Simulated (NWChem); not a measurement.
System meant: C$_{3}$H$_{5}$Br; SMILES C=C(C)Br

Here is an NWChem input.

```
start job
memory heap 200 mb stack 900 mb global 1100 mb
geometry units angstroms noautoz
  C      1.309892    -1.528559     0.000000
  C      0.113003    -0.943809     0.000000
  C     -1.211093    -1.628176     0.000000
  Br     0.000407     0.956740     0.000000
  H      2.239049    -0.956894     0.000000
  H      1.373598    -2.620470     0.000000
  H     -1.800039    -1.343433     0.885922
  H     -1.076627    -2.719620     0.000000
  H     -1.800039    -1.343433    -0.885922
end
basis spherical
  * library def2-svp
end
dft
  odft
  mult 2
  xc xpbe96 cpbe96
  iterations 150
  mulliken
end
task dft energy
```

End of the output:

```
 Summary of "ao basis" -> "" (spherical)
 ------------------------------------------------------------------------------
       Tag                 Description            Shells   Functions and Types
 ---------------- ------------------------------  ------  ---------------------
 *                          def2-svp                  on all atoms

  pbe96 is a nonlocal functional; adding pw91lda local functional.

                                 NWChem DFT Module
                                 -----------------

 Summary of "ao basis" -> "ao basis" (spherical)
 ------------------------------------------------------------------------------
       Tag                 Description            Shells   Functions and Types
 ---------------- ------------------------------  ------  ---------------------
 C                          def2-svp                 6       14   3s2p1d
 Br                         def2-svp                12       32   5s4p3d
 H                          def2-svp                 3        5   2s1p

 Summary of "ao basis" -> "ao basis" (spherical)
 ------------------------------------------------------------------------------
       Tag                 Description            Shells   Functions and Types
 ---------------- ------------------------------  ------  ---------------------
 C                          def2-svp                 6       14   3s2p1d
 Br                         def2-svp                12       32   5s4p3d
 H                          def2-svp                 3        5   2s1p

      Symmetry analysis of basis
      --------------------------

        a'         69
        a"         30

  number of electrons :                   58
  multiplicity        :                    2
 ------------------------------------------------------------------------
  no. of electrons and multiplicity not compatible                  58
 ------------------------------------------------------------------------
 ------------------------------------------------------------------------
  current input line :
    24: task dft energy
 ------------------------------------------------------------------------
 ------------------------------------------------------------------------
 There is an error in the input file
 ------------------------------------------------------------------------
 For more information see the NWChem manual at https://nwchemgit.github.io

0: no. of electrons and multiplicity not compatible:Received an Error in Communication
```

Question: Can this run be used? If not, why, and what is the fix?

Answer: The input was rejected before any calculation. Cause: the multiplicity doesn't fit the number of electrons (an even count wants an odd multiplicity, and the reverse). This input runs:
```
start job
memory heap 200 mb stack 900 mb global 1100 mb
geometry units angstroms noautoz
  C      1.309892    -1.528559     0.000000
  C      0.113003    -0.943809     0.000000
  C     -1.211093    -1.628176     0.000000
  Br     0.000407     0.956740     0.000000
  H      2.239049    -0.956894     0.000000
  H      1.373598    -2.620470     0.000000
  H     -1.800039    -1.343433     0.885922
  H     -1.076627    -2.719620     0.000000
  H     -1.800039    -1.343433    -0.885922
end
basis spherical
  C library def2-svp
  Br library def2-svp
  H library def2-svp
end
dft
  xc xpbe96 cpbe96
  iterations 150
  mulliken
end
task dft energy
```
It converges to -2690.51478 Ha (PBE/def2-SVP).
